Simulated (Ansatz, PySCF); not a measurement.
Gas-phase reaction 2 R1 → P1 + P2, each structure at its B3LYP-D3(BJ)/def2-TZVP stationary point, reached from a drawn start (curvature not checked).
P1, F3NbO (SMILES [O]=[Nb]([F])([F])[F]) (charge 0, multiplicity 1):
```xyz
5

Nb     0.00350     0.00354     0.00352
O      0.98720     0.96947     0.98676
F      1.11707    -1.06044    -1.05494
F     -1.04205     1.13635    -1.05297
F     -1.06573    -1.04892     1.11772
```
R1, F2NbO (SMILES [O]=[Nb]([F])[F]) (charge 0, multiplicity 2, Z-matrix in Å and degrees):
```
Nb
O 1 1.6988
F 1 1.8877 2 114.24
F 1 1.8877 2 114.24 3 -160.72
```
P2, FNbO (SMILES [O]=[Nb][F]) (charge 0, multiplicity 3):
```xyz
3

Nb     0.065     0.005    -0.622
O      1.507    -0.006     0.274
F     -1.572     0.001     0.348
```

P less R. No zero-point or thermal terms; singlets are restricted closed shells; open shells are unrestricted; no spin–orbit coupling. The spin states of the d-block species are the ones drawn and need not be the lowest.

Run with Ansatz (Gaussian orbitals); PySCF for the D3/D4 terms. No computed number here is a measurement. Elements past Kr take the def2 small-core potentials, without spin–orbit coupling.

One of these levels gives 0.244 eV for the reaction energy. Which one is it?
A) BLYP-D3(BJ)/def2-TZVPP
B) BHLYP-D4/def2-TZVPP
C) PBE/def2-TZVPP
D) CAM-B3LYP-D3(BJ)/def2-TZVPP

D, CAM-B3LYP-D3(BJ)/def2-TZVPP. The others give 0.091 (PBE/def2-TZVPP), 0.173 (BLYP-D3(BJ)/def2-TZVPP), 0.282 (BHLYP-D4/def2-TZVPP)

Ansatz is a quantum-chemistry and plane-wave program.
